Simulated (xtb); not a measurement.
A run for xtb: GFN2-xTB on CH6OSn (SMILES C[O][SnH3]), a point of a bond scan (R = 4.628 Å).

```
$ xtb mol.xyz --gfn 2 --sp --chrg 0 --uhf 0
9

Sn     0.56358742    -0.14212840     0.07113681
O     -1.10911916     0.87441601    -0.23959734
C     -2.34967075     0.19758908    -0.23043021
H      0.87408456    -3.35712980    -3.24374615
H      1.77657773     1.04855157    -0.02640541
H      0.44542760    -0.86791309     1.61958641
H     -2.55889749    -0.28012433     0.73608768
H     -2.41218816    -0.57268664    -1.01075683
H     -3.13789932     0.93059938    -0.41939475
```

Output:

```
[...]
           -------------------------------------------------
          |                Calculation Setup                |
           -------------------------------------------------



molecular fragmentation (1/2 indicates fragments):
111211111
# atoms in fragment 1/2:     8     1
 fragment masses (1/2) :      151.76        1.01
CMA distance (Bohr)    :   8.964
constraining FC (au)   :  0.0500

           -------------------------------------------------
          |                 G F N 2 - x T B                 |
           -------------------------------------------------

        Reference                      10.1021/acs.jctc.8b01176
      * Hamiltonian:
        H0-scaling (s, p, d)           1.850000    2.230000    2.230000
        zeta-weighting                 0.500000
      * Dispersion:
        s8                             2.700000
        a1                             0.520000
        a2                             5.000000
        s9                             5.000000
      * Repulsion:
        kExp                           1.500000    1.000000
        rExp                           1.000000
      * Coulomb:
        alpha                          2.000000
        third order                    shell-resolved
        anisotropic                    true
        a3                             3.000000
        a5                             4.000000
        cn-shift                       1.200000
        cn-exp                         4.000000
        max-rad                        5.000000


          ...................................................
          :                      SETUP                      :
          :.................................................:
          :  # basis functions                  24          :
          :  # atomic orbitals                  23          :
          :  # shells                           13          :
          :  # electrons                        20          :
          :  max. iterations                   250          :
          :  Hamiltonian                  GFN2-xTB          :
          :  restarted?                      false          :
          :  GBSA solvation                  false          :
          :  PC potential                    false          :
          :  electronic temp.          300.0000000     K    :
          :  accuracy                    1.0000000          :
          :  -> integral cutoff          0.2500000E+02      :
          :  -> integral neglect         0.1000000E-07      :
          :  -> SCF convergence          0.1000000E-05 Eh   :
          :  -> wf. convergence          0.1000000E-03 e    :
          :  Broyden damping             0.4000000          :
          :  net charge                          0          :
          :  unpaired electrons                  0          :
          ...................................................

 iter      E             dE          RMSdq      gap      omega  full diag
   1    -10.9730916 -0.109731E+02  0.488E+00    0.27       0.0  T
   2    -10.9060023  0.670894E-01  0.152E+01    0.97       1.0  T
   3    -10.9101586 -0.415635E-02  0.150E+01    0.84       1.0  T
   4    -10.9405506 -0.303919E-01  0.902E+00    2.49       1.0  T
   5    -11.0387383 -0.981878E-01  0.795E+00    2.16       1.0  T
   6    -11.0444433 -0.570497E-02  0.810E+00    2.04       1.0  T
   7    -11.0595690 -0.151257E-01  0.771E+00    2.13       1.0  T
   8    -11.0673256 -0.775663E-02  0.700E+00    2.12       1.0  T
   9    -11.0894276 -0.221020E-01  0.616E+00    1.88       1.0  T
  10    -11.0928154 -0.338782E-02  0.604E+00    1.41       1.0  T
  11    -11.0678995  0.249158E-01  0.735E+00    2.08       1.0  T
  12    -10.9048627  0.163037E+00  0.640E+00    3.46       1.0  T
  13    -10.9087039 -0.384122E-02  0.633E+00    3.20       1.0  T
  14    -11.1505599 -0.241856E+00  0.477E+00    0.22       1.0  T
  15    -11.0698351  0.807249E-01  0.708E+00    2.07       1.0  T
  16    -11.1227443 -0.529092E-01  0.465E+00    0.54       1.0  T
  17    -10.9219576  0.200787E+00  0.582E+00    1.79       1.0  T
  18    -11.0163567 -0.943991E-01  0.562E+00    0.35       1.0  T
  19    -11.1100028 -0.936460E-01  0.505E+00    0.79       1.0  T
  20    -10.9279152  0.182088E+00  0.570E+00    1.35       1.0  T
  21    -11.1871444 -0.259229E+00  0.273E+00    0.28       1.0  T
  22    -10.9788682  0.208276E+00  0.573E+00    0.46       1.0  T
  23    -11.1158676 -0.136999E+00  0.503E+00    0.24       1.0  T
  24    -11.1772385 -0.613709E-01  0.445E+00    0.21       1.0  T
  25    -10.9820493  0.195189E+00  0.570E+00    0.45       1.0  T
  26    -10.9591608  0.228885E-01  0.565E+00    0.59       1.0  T
  27    -10.9661412 -0.698041E-02  0.550E+00    0.54       1.0  T
  28    -10.9823787 -0.162376E-01  0.505E+00    0.46       1.0  T
  29    -11.2392434 -0.256865E+00  0.159E+00    0.22       1.0  T
  30    -10.9400652  0.299178E+00  0.537E+00    0.91       1.0  T
  31    -11.1246371 -0.184572E+00  0.511
[...]
d after 106 iterations ***

         #    Occupation            Energy/Eh            Energy/eV
      -------------------------------------------------------------
         1        2.0000           -0.8245510             -22.4372
       ...           ...                  ...                  ...
         4        2.0000           -0.5365048             -14.5990
         5        2.0000           -0.5356241             -14.5751
         6        2.0000           -0.5337763             -14.5248
         7        2.0000           -0.4623824             -12.5821
         8        2.0000           -0.4433111             -12.0631
         9        2.0000           -0.4331824             -11.7875
        10        1.9502           -0.3706734             -10.0865 (HOMO)
        11        0.0498           -0.3637055              -9.8969 (LUMO)
        12                         -0.1860300              -5.0621
        13                         -0.1790613              -4.8725
        14                         -0.1659735              -4.5164
        15                         -0.1006332              -2.7384
       ...                                ...                  ...
        23                          0.5839426              15.8899
      -------------------------------------------------------------
                  HL-Gap            0.0069679 Eh            0.1896 eV
             Fermi-level           -0.3671894 Eh           -9.9917 eV

 SCC (total)                   0 d,  0 h,  0 min,  0.033 sec
 SCC setup                      ...        0 min,  0.000 sec (  0.248%)
 Dispersion                     ...        0 min,  0.000 sec (  0.149%)
 classical contributions        ...        0 min,  0.000 sec (  0.051%)
 integral evaluation            ...        0 min,  0.001 sec (  2.201%)
 iterations                     ...        0 min,  0.031 sec ( 92.863%)
 molecular gradient             ...        0 min,  0.001 sec (  4.192%)
 printout                       ...        0 min,  0.000 sec (  0.241%)

         :::::::::::::::::::::::::::::::::::::::::::::::::::::
         ::                     SUMMARY                     ::
         :::::::::::::::::::::::::::::::::::::::::::::::::::::
         :: total energy             -11.205038324869 Eh    ::
         :: gradient norm              0.045351065382 Eh/a0 ::
         :: HOMO-LUMO gap              0.189607181411 eV    ::
         ::.................................................::
         :: SCC energy               -11.267255505565 Eh    ::
         :: -> isotropic ES            0.021483310910 Eh    ::
         :: -> anisotropic ES          0.000071615290 Eh    ::
         :: -> anisotropic XC          0.001035598790 Eh    ::
         :: -> dispersion             -0.003782393185 Eh    ::
         :: repulsion energy           0.062217180696 Eh    ::
         :: add. restraining           0.000000000000 Eh    ::
         :: total charge              -0.000000000000 e     ::
         :::::::::::::::::::::::::::::::::::::::::::::::::::::

           -------------------------------------------------
          |                Property Printout                |
           -------------------------------------------------

    * Orbital Energies and Occupations

         #    Occupation            Energy/Eh            Energy/eV
      -------------------------------------------------------------
         1        2.0000           -0.8245510             -22.4372
         2        2.0000           -0.6840240             -18.6132
         3        2.0000           -0.6178163             -16.8116
         4        2.0000           -0.5365048             -14.5990
         5        2.0000           -0.5356241             -14.5751
         6        2.0000           -0.5337763             -14.5248
         7        2.0000           -0.4623824             -12.5821
         8        2.0000           -0.4433111             -12.0631
         9        2.0000           -0.4331824             -11.7875
        10        1.9502           -0.3706734             -10.0865 (HOMO)
        11        0.0498           -0.3637055              -9.8969 (LUMO)
        12                         -0.1860300              -5.0621
        13                         -0.1790613              -4.8725
        14                         -0.1659735              -4.5164
        15                         -0.1006332              -2.7384
        16                         -0.0897842              -2.4432
        17                         -0.0102443              -0.2788
        18                          0.1009160               2.7461
        19                          0.1615742               4.3967
        20                          0.1902735               5.1776
        21                          0.2147090               5.8425
       ...                                ...                  ...
        23                          0.5839426              15.8899
      -------------------------------------------------------------
                  HL-Gap            0.0069679 Eh            0.1896 eV
             Fermi-level           -0.3671894 Eh           -9.9917 eV

     #   Z          covCN         q      C6AA      α(0)
     1  50 Sn       2.748     0.296   383.099    38.707
     2   8 O        1.619    -0.368    20.257     6.075
     3   6 C        3.750     0.055    19.716     6.333
     4   1 H        0.000    -0.106    14.431     6.946
     5   1 H        0.926     0.011     2.873     2.651
     6   1 H        0.923    -0.001     3.083     2.746
     7   1 H        0.923     0.027     2.636     2.539
     8   1 H        0.923     0.034     2.532     2.488
     9   1 H        0.924     0.053     2.280     2.361

 Mol. C6AA /au·bohr⁶  :       1610.096532
 Mol. C8AA /au·bohr⁸  :      91757.128111
 Mol. α(0) /au        :         70.845557


Wiberg/Mayer (AO) data.
largest (>0.10) Wiberg bond orders for each atom

 ---------------------------------------------------------------------------
     #   Z sym  total        # sym  WBO       # sym  WBO       # sym  WBO
Note: The following floating-point exceptions are signalling: IEEE_UNDERFLOW_FLAG IEEE_DENORMAL
normal termination of xtb
 ---------------------------------------------------------------------------
     1  50 Sn   2.691 --     2 O    0.938     5 H    0.657     6 H    0.652
                             4 H    0.437
     2   8 O    2.108 --     3 C    1.013     1 Sn   0.938
     3   6 C    3.949 --     2 O    1.013     7 H    0.985     8 H    0.978
                             9 H    0.969
     4   1 H    0.445 --     1 Sn   0.437
     5   1 H    0.831 --     1 Sn   0.657
     6   1 H    0.830 --     1 Sn   0.652
     7   1 H    0.999 --     3 C    0.985
     8   1 H    0.998 --     3 C    0.978
     9   1 H    0.988 --     3 C    0.969
 ---------------------------------------------------------------------------

Topologies differ in total number of bonds
Writing topology from bond orders to xtbtopo.mol

molecular dipole:
                 x           y           z       tot (Debye)
 q only:        0.104       0.075       0.760
   full:       -0.276       0.007       0.686       1.879
molecular quadrupole (traceless):
                xx          xy          yy          xz          yz          zz
 q only:        7.266       2.953      -4.491       1.856      -5.849      -2.775
  q+dip:        5.468       3.258      -4.137       1.489      -5.279      -1.330
   full:        7.896       3.095      -5.308       1.915      -5.060      -2.588


           -------------------------------------------------
          | TOTAL ENERGY              -11.205038324869 Eh   |
          | GRADIENT NORM               0.045351065382 Eh/α |
          | HOMO-LUMO GAP               0.189607181411 eV   |
           -------------------------------------------------

------------------------------------------------------------------------
------------------------------------------------------------------------
 total:
 SCF:
```

The run finished.

Cost: roughly 0.06 core-seconds.
